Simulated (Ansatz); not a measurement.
Gas-phase electronic energies from Ansatz, PBE0-D4/def2-TZVP geometries. CBS: MP2 limit from def2 TZ/QZ plus the TZ coupled-cluster correction, frozen cores. This one scheme is used for every species. DFT in def2-TZVPP. Each species was taken in one conformer, which may not be the lowest.

Consider the formal hydrolysis of the Si–Cl bond: `Cl[SiH]1[SiH2]S1` + H₂O → `O[SiH]1[SiH2]S1` + HCl.

| level | ΔE (eV) |
| --- | --- |
| PBE-QIDH | 0.02 |
| MP2/def2-QZVPP | 0.04 |

**Question.** What does CCSD(T)/CBS give? (An estimate is asked.)

**Answer.** Computed: +0.02 eV. The listed levels differ from it by 0.00, 0.02 eV.

Largest T1 diagnostic among the species: 0.014.

Leaving LDA and LC-ωPBE aside and taking each functional with its dispersion term where it has one, the values, not all of them listed here, spread over 0.13 eV, from CAM-B3LYP-D4 to revPBE-D4. LDA lies −0.06 eV from PBE without D4. At CCSD(T), def2-SVP lies −0.04 eV from the extrapolated value and def2-TZVPP −0.06 eV. The D4 term adds +0.03 eV with B3LYP and +0.02 eV with PBE0; it sums over pairs of atoms, weighted by their polarisabilities, and B3LYP, whose exchange is more repulsive, gets the larger term.

B3LYP here is the variant with VWN-RPA as its local correlation; programs differ in this.
